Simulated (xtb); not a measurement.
C₅H₄N (SMILES [c]1cccnc1), doublet, at a GFN2-xTB geometry; GFN2-xTB (xtb).

xtb was given this input:
```
$ xtb mol.xyz --gfn 2 --uhf 1 --etemp 10000 --json

# file mol.xyz
10

C      0.67023001    -1.21301268     0.01660638
C     -0.69813799    -1.21042624     0.01090450
C     -1.35138918     0.02093919    -0.00584071
C     -0.54991544     1.15118291    -0.01540279
N      0.76543740     1.10803952    -0.00945833
C      1.40217708    -0.05556826     0.00644601
H     -1.26564203    -2.13039141     0.01903934
H     -2.42934792     0.09083587    -0.01110606
H     -0.98188245     2.14375647    -0.02850853
H      2.48102376    -0.01916706     0.01050327
```

It wrote (shortened):

```
   ID    Z sym.   atoms
    1    6 C      1-4, 6
    2    7 N      5
    3    1 H      7-10

           -------------------------------------------------
          |                Calculation Setup                |
           -------------------------------------------------

           -------------------------------------------------
          |                 G F N 2 - x T B                 |
           -------------------------------------------------

          ...................................................
          :                      SETUP                      :
          :.................................................:
          :  # basis functions                  28          :
          :  # atomic orbitals                  28          :
          :  # shells                           16          :
          :  # electrons                        29          :
          :  max. iterations                   250          :
          :  Hamiltonian                  GFN2-xTB          :
          :  restarted?                      false          :
          :  GBSA solvation                  false          :
          :  PC potential                    false          :
          :  electronic temp.        10000.0000000     K    :
          :  accuracy                    1.0000000          :
          :  -> integral cutoff          0.2500000E+02      :
          :  -> integral neglect         0.1000000E-07      :
          :  -> SCF convergence          0.1000000E-05 Eh   :
          :  -> wf. convergence          0.1000000E-03 e    :
          :  Broyden damping             0.4000000          :
          :  net charge                          0          :
          :  unpaired electrons                  1          :
          ...................................................

 iter      E             dE          RMSdq      gap      omega  full diag
   1    -15.8337982 -0.158338E+02  0.492E+00    2.41       0.0  T
   2    -15.8237592  0.100389E-01  0.362E+00    1.48       1.0  T
   3    -15.8091987  0.145605E-01  0.266E+00    2.62       1.0  T
   4    -15.8666844 -0.574857E-01  0.867E-01    1.81       1.0  T
   5    -15.8754992 -0.881478E-02  0.164E-01    2.05       1.0  T
   6    -15.8755743 -0.750940E-04  0.890E-02    2.02       1.0  T
   7    -15.8756526 -0.783347E-04  0.342E-02    2.03       1.0  T
   8    -15.8756547 -0.210901E-05  0.112E-02    2.04       2.8  T
   9    -15.8756553 -0.556141E-06  0.375E-03    2.04       8.4  T
  10    -15.8756554 -0.914813E-07  0.131E-03    2.04      24.2  T
  11    -15.8756554 -0.176128E-08  0.406E-04    2.04      78.0  T
  12    -15.8756554 -0.130688E-08  0.162E-04    2.04     195.1  T

   *** convergence criteria satisfied after 12 iterations ***

         :::::::::::::::::::::::::::::::::::::::::::::::::::::
         ::                     SUMMARY                     ::
         :::::::::::::::::::::::::::::::::::::::::::::::::::::
         :: total energy             -15.600942325779 Eh    ::
         :: gradient norm              0.028819004161 Eh/a0 ::
         :: HOMO-LUMO gap              2.037068510060 eV    ::
         ::.................................................::
         :: SCC energy               -15.875652452277 Eh    ::
         :: -> isotropic ES            0.005021069108 Eh    ::
         :: -> anisotropic ES          0.000876700135 Eh    ::
         :: -> anisotropic XC          0.011783125220 Eh    ::
         :: -> dispersion             -0.006618753994 Eh    ::
         :: repulsion energy           0.274710126498 Eh    ::
         :: add. restraining           0.000000000000 Eh    ::
         :: total charge              -0.000000000175 e     ::
         :::::::::::::::::::::::::::::::::::::::::::::::::::::

           -------------------------------------------------
          |                Property Printout                |
           -------------------------------------------------

    * Orbital Energies and Occupations

         #    Occupation            Energy/Eh            Energy/eV
      -------------------------------------------------------------
         1        2.0000           -0.6686012             -18.1936
       ...           ...                  ...                  ...
         3        1.9998           -0.6292080             -17.1216
         4        1.9994           -0.5904555             -16.0671
         5        1.9992           -0.5816109             -15.8264
         6        1.9973           -0.5411238             -14.7247
         7        1.9942           -0.5165219             -14.0553
         8        1.9932           -0.5117746             -13.9261
         9        1.9911           -0.5029542             -13.6861
        10        1.9795           -0.4764903             -12.9660
        11        1.9720           -0.4663918             -12.6912
        12        1.9312           -0.4369443             -11.8899
        13        1.8761           -0.4169137             -11.3448
        14        1.7694           -0.3944770             -10.7343
        15        1.0850           -0.3278730              -8.9219 (HOMO)
        16        0.2602           -0.2530121              -6.8848 (LUMO)
        17        0.1494           -0.2325002              -6.3267
        18        0.0031           -0.1061060              -2.8873
        19        0.0000            0.1144231               3.1136
        20        0.0000            0.1381738               3.7599
        21        0.0000            0.1684683               4.5843
        22        0.0000            0.1771777               4.8213
        23                          0.3009486               8.1892
        24                          0.3603869               9.8066
        25                          0.4184167              11.3857
        26                          0.4568539              12.4316
       ...                                ...                  ...
        28                          0.6318789              17.1943
      -------------------------------------------------------------
                  HL-Gap            0.0748609 Eh            2.0371 eV
             Fermi-level           -0.3214283 Eh           -8.7465 eV

     #   Z          covCN         q      C6AA      α(0)
     1   6 C        2.004    -0.090    33.503     9.348
     2   6 C        2.929    -0.010    28.278     8.721
     3   6 C        2.919    -0.039    28.963     8.825
     4   6 C        2.899     0.047    26.949     8.512
     5   7 N        1.847    -0.168    25.439     7.475
     6   6 C        2.891     0.057    26.711     8.473
     7   1 H        0.926     0.050     2.316     2.380
     8   1 H        0.926     0.045     2.381     2.413
     9   1 H        0.925     0.050     2.314     2.379
    10   1 H        0.926     0.057     2.232     2.337

 Mol. C6AA /au·bohr⁶  :       1439.939719
 Mol. C8AA /au·bohr⁸  :      35759.174307
 Mol. α(0) /au        :         60.862533

Wiberg/Mayer (AO) data.
largest (>0.10) Wiberg bond orders for each atom

 ---------------------------------------------------------------------------
     #   Z sym  total        # sym  WBO       # sym  WBO       # sym  WBO
 ---------------------------------------------------------------------------
     1   6 C    2.891 --     2 C    1.391     6 C    1.361
     2   6 C    3.732 --     1 C    1.391     3 C    1.316     7 H    0.942
     3   6 C    3.714 --     4 C    1.354     2 C    1.316     8 H    0.951
     4   6 C    3.765 --     5 N    1.376     3 C    1.354     9 H    0.942
     5   7 N    2.823 --     4 C    1.376     6 C    1.318
     6   6 C    3.715 --     1 C    1.361     5 N    1.318    10 H    0.940
     7   1 H    0.966 --     2 C    0.942
     8   1 H    0.973 --     3 C    0.951
     9   1 H    0.971 --     4 C    0.942
    10   1 H    0.966 --     6 C    0.940
 ---------------------------------------------------------------------------

Topologies differ in total number of bonds
Writing topology from bond orders to xtbtopo.mol

molecular dipole:
                 x           y           z       tot (Debye)
 q only:       -0.294      -0.020      -0.001
   full:       -0.579      -0.023      -0.002       1.472
molecular quadrupole (traceless):
                xx          xy          yy          xz          yz          zz
 q only:        2.056      -0.507      -0.577       0.020      -0.012      -1.479
  q+dip:        4.377      -0.026      -0.917       0.033      -0.029      -3.460
   full:        2.991      -0.485      -1.843       0.023       0.006      -1.148

           -------------------------------------------------
          | TOTAL ENERGY              -15.600942325779 Eh   |
          | GRADIENT NORM               0.028819004161 Eh/α |
          | HOMO-LUMO GAP               2.037068510060 eV   |
           -------------------------------------------------

normal termination of xtb
```
